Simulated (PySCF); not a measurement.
## Telling isomers of C₅H₆ClFO₂ apart by NMR

- structure optimised with GFN2-xTB
- shieldings: GIAO PBE0/pcSseg-1
- program: PySCF 2.14.0 with density-fitted response routines
- rapidly exchanging positions averaged, no solvent, relativity neglected, a single conformation

Chemical shifts δ = σref − σ; TMS for $^{1}$H (31.72 ppm) and $^{13}$C (186.93 ppm), all at this level. Splittings of carbon signals by F and P are missing where no couplings were computed. Where no couplings were computed, multiplicities follow the n + 1 count of equivalent neighbours, and m marks all less simple cases (inequivalent or close neighbours, rings, F or P nearby). Acid and N–H amide carbonyl carbons lie up to 10 ppm further downfield in solution (hydrogen bonding). Shifts are as computed. Against solution values, carbons near 30 ppm lie about +3 ppm off and those near 130 ppm about +5 ppm; carbons on Cl a further +6 ppm. Of 1211 compounds with measured shifts, 218 miss one by over three times the rms of a fit or turn the order of signals round; such compounds aren't used in these exercises. Carbons bonded to Cl come out too deshielded. OH and NH positions are gas-phase values without hydrogen bonding to other molecules.

(1) Tabulate the signals of `O=C(O)/C(=C/Cl)CCF`, `CO[C@@]1(C(=O)Cl)C[C@@H]1F`, `C=C[C@@H](Cl)[C@H](F)C(=O)O`, `CC(=O)O/C=C(\F)CCl`, `CC(=O)/C=C(\Cl)OCF` and their relative energies.

(2) What is the quickest way to tell O=C(O)/C(=C/Cl)CCF from C=C[C@@H](Cl)[C@H](F)C(=O)O?

(3) What is the quickest way to tell CO[C@@]1(C(=O)Cl)C[C@@H]1F from C=C[C@@H](Cl)[C@H](F)C(=O)O?

(4) What is the quickest way to tell CC(=O)O/C=C(\F)CCl from CC(=O)/C=C(\Cl)OCF?

Results:

(1) 
```tsv
SMILES	carbon types	δC	δH	E rel. (kcal/mol)
O=C(O)/C(=C/Cl)CCF	2×C 1×CH 2×CH2	169.6, 154.5, 136.2, 85.2, 33.3	7.95 (s, 1H), 6.16 (br s, 1H), 4.90 (m, 2H), 2.85 (m, 2H)	0.0
CO[C@@]1(C(=O)Cl)C[C@@H]1F	2×C 1×CH 1×CH2 1×CH3	182.4, 84.7, 72.4, 56.7, 24.1	4.85 (m, 1H), 3.40 (s, 3H), 2.09 (m, 1H), 1.45 (m, 1H)	31.3
C=C[C@@H](Cl)[C@H](F)C(=O)O	1×C 3×CH 1×CH2	172.6, 142.0, 130.1, 91.9, 65.1	7.10 (m, 1H), 6.60 (br s, 1H), 5.77 (m, 1H), 5.76 (m, 1H), 5.32 (m, 1H), 4.53 (m, 1H)	9.3
CC(=O)O/C=C(\F)CCl	2×C 1×CH 1×CH2 1×CH3	171.8, 156.6, 129.0, 48.9, 22.6	7.57 (m, 1H), 4.32 (m, 2H), 2.25 (s, 3H)	10.1
CC(=O)/C=C(\Cl)OCF	2×C 1×CH 1×CH2 1×CH3	195.7, 165.4, 108.7, 99.8, 35.0	6.27 (s, 1H), 6.20 (m, 2H), 2.23 (s, 3H)	23.5
```

Energies are electronic energies at PBE0/pcSseg-1 on these geometries, without zero-point or thermal terms, each for the one conformer computed, which needn't be the lowest.

(2) Both give the same number of carbon signals, but DEPT or the intensities differ. The first has an allylic sp3 CH2 at 33.3 ppm, the second an sp3 CH bonded to F, α to a carbonyl at 91.9 ppm. Their most deshielded carbons lie at 169.6 and 172.6 ppm. In the proton spectra the most deshielded non-exchanging signals are 7.95 (s, 1H) and 7.10 (m, 1H).

(3) Both give the same number of carbon signals, but DEPT or the intensities differ. The first has a three-membered-ring carbon (C) at 72.4 ppm, the second a terminal =CH2 carbon at 130.1 ppm. Their most deshielded carbons lie at 182.4 and 172.6 ppm. In the proton spectra the most deshielded non-exchanging signals are 4.85 (m, 1H) and 7.10 (m, 1H).

(4) Both give the same number of carbon signals, with the same numbers of each carbon type, so the positions decide. The first has an allylic sp3 CH2 bonded to Cl at 48.9 ppm, the second an sp3 CH2 bonded to F and O at 99.8 ppm. Their most deshielded carbons lie at 171.8 and 195.7 ppm. In the proton spectra the most deshielded non-exchanging signals are 7.57 (m, 1H) and 6.27 (s, 1H).
